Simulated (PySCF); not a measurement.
trifluoroacetic acid (C2HF3O2), SMILES O=C(O)C(F)(F)F.

Geometry optimised at PBE-D3(BJ)/def2-SVP. Other conformers were not sampled.

Two levels are set side by side: TDDFT-PBE/def2-SVPD (PySCF) and TDDFT-CAM-B3LYP/def2-SVPD (PySCF). Vertical, same geometry. The lowest singlet is HOMO→LUMO 100 % with PBE and HOMO→LUMO 98 % with the other functional; states are paired by order. Differences are taken from unrounded values.

| quantity | TDDFT-CAM-B3LYP |
|---|---|
| lowest singlet excitation (eV) | 5.53 |
| lowest triplet excitation (TDA) (eV) | 4.97 |
| first bright state (f over 0.05) (eV) | 8.01 |
| its oscillator strength | 0.06 |

### Question
What does TDDFT-PBE give, and how far is it from TDDFT-CAM-B3LYP? (The exact figures need the calculation; the answer reports its results.)

### Answer

```tsv
quantity	TDDFT-PBE	TDDFT-PBE minus TDDFT-CAM-B3LYP
lowest singlet excitation (eV)	5.26	-0.27
lowest triplet excitation (TDA) (eV)	4.69	-0.28
first bright state (f over 0.05) (eV)	7.85	-0.15
its oscillator strength	0.13	0.07
```

A lower first singlet is the usual sign of a functional without exact exchange. Differences between two approximate levels are no errors against the true value.

Rough cost on one machine, each run with all the roots and properties that it gave: TDDFT-CAM-B3LYP against TDDFT-PBE about 7 times.
